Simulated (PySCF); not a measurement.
Fill in the blanks.

Compound: C2H5NOSi.
Numbering: `[SiH3:1][O:2][C@H:3]1[CH:4]=[N:5]1` (hydrogens: H6, H7, H8 on Si1; H9 on C3; H10 on C4)

Conformer (atom-mapped SMILES and torsion angles): `[SiH3:1][O:2][C@H:3]1[CH:4]=[N:5]1`: Si1–O2–C3–C4 -43°.

```tsv
property	level	value
point group	PBE0-D3(BJ)/def2-SVP	?
rotational constants A, B, C	PBE0-D3(BJ)/def2-SVP	10.455, 2.745, 2.502 GHz
dipole moment	wB97X-D/def2-SVPD	?
HOMO energy	wB97X-D/def2-SVPD	-9.34 eV
LUMO energy	wB97X-D/def2-SVPD	0.83 eV
lowest singlet excitation	TDDFT wB97X-D/def2-SVPD	?
strongest line among the 10 lowest singlet transitions	TDDFT wB97X-D/def2-SVPD	S7 at 8.12 eV (153 nm, f = 0.091)
lowest triplet excitation (Tamm–Dancoff)	TDA wB97X-D/def2-SVPD	3.99 eV
static isotropic polarisability	wB97X-D/def2-SVPD	?
vertical ionisation energy	ΔSCF wB97X-D/def2-SVPD	?
electronic spatial extent ⟨r²⟩ about the centre of nuclear charge	wB97X-D/def2-SVPD	525 bohr²
13C chemical shifts (computed TMS as zero) by class	GIAO PBE0/pcSseg-1	194.1 (C4), 57.0 (C3) ppm
1H chemical shifts (computed TMS as zero) by class	GIAO PBE0/pcSseg-1	11.25 (H10), 4.50 (H6/H7/H8), 4.21 (H9) ppm
isotropic shieldings of nuclei other than C and H, by class	GIAO PBE0/pcSseg-1	-136 (N5), 285 (O2), 392 (Si1) ppm
```

The electronic properties come from PySCF, for the isolated species, density fitting. One conformer (not necessarily the lowest) at the PBE0-D3(BJ)/def2-SVP geometry, without solvent or vibrations. NMR classes are plain means over equivalent atoms (diastereotopic ones count apart unless rotation or inversion swaps them), as if these changed places fast; in this geometry the members of some classes differ.

**Question.** The static isotropic polarisability?

**Answer.** 56.7 au.

**Question.** What is the vertical ionisation energy?

**Answer.** 9.73 eV.

**Question.** The lowest singlet excitation?

**Answer.** 4.59 eV (270 nm, f = 0.000).

**Question.** Give the dipole moment.

**Answer.** 1.89 D.

**Question.** The point group?

**Answer.** C1.

With B = h/(8π²I), that is 505.379 GHz u Å² over I, the principal moments of inertia are 48.3, 184.1 and 202.0 u Å² (most abundant isotopes); the inertial defect Ic − Ia − Ib is -30.4 u Å² (zero for a rigid planar frame, negative otherwise). The polarisability is 8.40 Å³ as a volume (1 au = 0.148185 Å³), or 1.23 au for each of the 46 electrons. In wavenumbers S1 is 37000 cm⁻¹ (1 eV = 8065.54 cm⁻¹). The ΔSCF ionisation energy exceeds −ε(HOMO) by 0.39 eV with wB97X-D. The largest Löwdin shares of the HOMO are 0.27 on O2, 0.27 on N5, 0.17 on C3 and 0.16 on C4.
